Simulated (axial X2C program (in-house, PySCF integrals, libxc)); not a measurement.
## Nuclear properties of AlCu

Computed with an axial X2C code built on PySCF integrals: two-component X2C with atomic mean-field Coulomb and Gaunt terms, Gaussian nuclei, basis Cu dyall-cv3z, Al dyall-v3z with contracted cores.

R = 2.370 Å (near the PBE0 minimum at charge 0 of the determinant lowest at the starting distance; the state shown can have its own minimum elsewhere).

Determinant lowest in the PBE0 search, Ω = 0 (closed shell), highest spinor 50% Al p, 35% Cu s, 8% Al s:

```csv
level,qzz Cu (a.u.),qzz Al (a.u.),μ (D)
PBE0,0.42,-1.14,0.11
PBE,0.63,-1.03,0.62
r2SCAN,0.55,-1.06,0.32
BHandHLYP,0.26,-1.22,-0.06
```

Determinant 1.11 eV from it at PBE0 and this distance, Ω = 2 (⟨Sz⟩ = 1.00, ⟨Lz⟩ = 1.00 at PBE0), spin on the atoms Cu 0.32, Al 0.68:

```csv
level,Eeff magnitude (GV/cm),Ws magnitude Cu (kHz),Ws magnitude Al (kHz),A∥/gI Cu (MHz),qzz Cu (a.u.),A∥/gI Al (MHz),qzz Al (a.u.),μ (D)
PBE0,0.142,0.00522,0.02,688,0.37,126,-0.11,-1.16
HF,0.387,0.0537,0.0264,517,0.00,96.6,-0.27,-2.52
PBE,5.62e-05,0.0236,0.018,725,0.54,141,-0.08,-0.71
r2SCAN,0.0079,0.0248,0.0218,705,0.50,159,-0.11,-0.87
BHandHLYP,0.242,0.0263,0.0208,696,0.27,126,-0.09,-1.29
```

Eeff is the effective electric field on the electron electric dipole moment in this Ω state and Ws the scalar–pseudoscalar constant of the nucleus named (defined with the proton number Z and per Ω); A∥ (defined per Ω) follows by multiplying with gI = μI/(I μN); qzz is the electric field gradient, eQq0 = 234.96 MHz × Q/barn × qzz; μ is positive if the Al end (last atom) is positive. The operators were transformed with the bare-nucleus X2C matrices; with these basis sets, hyperfine constants and field gradients can be off by tens of per cent, and where levels differ in sign neither size nor sign is settled.

(1) With Q(27Al) = 0.1466 barn (Q from Pyykkö, Mol. Phys. 2018), turn the PBE0 values of the first state into constants in MHz.

Each state is one determinant with collinear spin, which with several unpaired electrons need not be a pure state. Unrestricted Hartree–Fock can overshoot spin polarisation at the nuclei. In the state Ω = 2 the sign of Eeff differs between levels (PBE against PBE0). With several open shells hyperfine constants can be off by a factor of several. Where Eeff spreads by more than a factor of two the levels disagree and none is to be relied on. Open-shell Ω = 0 determinants with evenly filled partner blocks cannot be reached by this program, so the Ω shown need not be the lowest component. Left out as unconverged or as another state under the same occupation: HF in at least one table. The search compared states at one distance, so a state with another bond length can lie lower. The sign of Ws at Cu differs between levels in the second state. Further determinants of the search, some of them spin-mixed, are not shown. Where a field gradient or hyperfine factor spreads by more than a factor of two over the levels, a constant derived from it is not to be relied on. PBE0 term energies can be off by some tenths of an eV.

Answers

(1) eQq0(27Al) = 234.96 × (0.1466) × (-1.14) = -39.3 MHz.
